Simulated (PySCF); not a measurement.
ammonia borane cation (BH6N), SMILES [NH3+][BH3-] (connectivity only; charge and spin as stated), charge +1, multiplicity 2. Atoms are numbered in the order given.

```xyz
8

B      0.1381    -0.8299     0.0000
N     -0.0256     0.7163     0.0000
H      1.2189    -1.2862     0.0000
H     -0.8059    -1.4425    -0.5898
H     -0.8059    -1.4425     0.5898
H      0.4370     1.1282     0.8177
H     -0.9925     1.0498     0.0000
H      0.4370     1.1282    -0.8177
```
Charge +1, spin multiplicity 2.

Geometry: B3LYP-D3(BJ)/def2-TZVP. The spin state was assumed, not searched.

Level of theory: PBE0/pcH-1 (PySCF).

Unrestricted Kohn–Sham, ⟨S²⟩ = 0.752. Hyperfine tensors hold the contact and dipolar terms, without spin-orbit corrections.

Computed hyperfine couplings:
```
nucleus    A(iso) (MHz)  A(iso) (G)  dipolar principal values (MHz)
---------  ------------  ----------  ------------------------------
11B no. 1          11.1         4.0              -36.9, -32.9, 69.8
14N no. 2          -6.1        -2.2                 -0.6, -0.5, 1.1
1H no. 3          -48.3       -17.2               -17.3, -1.8, 19.1
1H no. 4          458.2       163.5              -19.4, -16.0, 35.3
1H no. 5          458.2       163.5              -19.4, -16.0, 35.3
1H no. 6           38.2        13.6                 -4.6, -3.2, 7.7
1H no. 7            0.1         0.0                 -4.3, -3.2, 7.5
1H no. 8           38.2        13.6                 -4.6, -3.2, 7.7
```

Q: And the g tensor (effective nuclear charges for spin-orbit coupling, GIAO)? (An estimate is asked for; the answer gives what the named calculation found.)

A: principal values 2.0023, 2.0026, 2.0027; isotropic 2.0025.
